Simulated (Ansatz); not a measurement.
Ideal-gas functions of F$_{2}$H$_{3}$N$_{2}$Si, SMILES `[NH][Si](N)(F)F` radical at 500 K and 1 bar, from an Ansatz frequency run at PBE0-D4/def2-TZVP.

Molar mass 97.12 g/mol, point group C1 (symmetry number 1), electronic degeneracy 2, moments of inertia 123.777, 125.445, 137.881 u Å². Harmonic wavenumbers (cm⁻¹, unscaled): 134, 201, 222, 281, 320, 353, 361, 380, 707, 769, 802, 926, 965, 982, 1574, 3535, 3637, 3737.

Use S(trans) = R[1.5 ln M + 2.5 ln T − 1.1517]; rotational temperatures θ = 24.2544 K / I; S(rot) = R[ln(√π/σ · √(T³/θAθBθC)) + 1.5]; for each mode x = 1.438777 ν̃/T, S = R[x/(eˣ − 1) − ln(1 − e⁻ˣ)] and H = RT x/(eˣ − 1); 1 cm⁻¹ = 0.0119627 kJ/mol; R = 8.31446 J/(mol·K).

Task: By hand: the entropy, in J/(mol·K).

Result: Translation 176.7. Rotation: θ = 0.196, 0.1933, 0.1759 K, giving 115.6. Vibration, mode by mode: 16.29, 12.98, 12.18, 10.30, 9.29, 8.53, 8.36, 7.97, 3.71, 3.22, 2.99, 2.26, 2.07, 1.99, 0.50, 0.00, 0.00, 0.00, in all 102.7. Electronic 5.8. Sum 400.8 J/(mol·K).

Task: By hand: H − E and G − E in kJ/mol, counted from the electronic energy.

Result: Zero-point energy ½ × 19886 × 0.0119627 = 118.9; thermal vibration 27.7; translation, rotation and pV give 4 RT = 16.6. H − E = 163.2 kJ/mol, and G − E = 163.2 − 500 × 400.8/1000 = -37.2 kJ/mol.

Vibration gives 26 % of the entropy, 16.3 J/(mol·K) of it from the mode under 150 cm⁻¹: soft modes count most, and the harmonic formula is weakest for them. The sum counts one conformer and one mirror image; others add a mixing term.
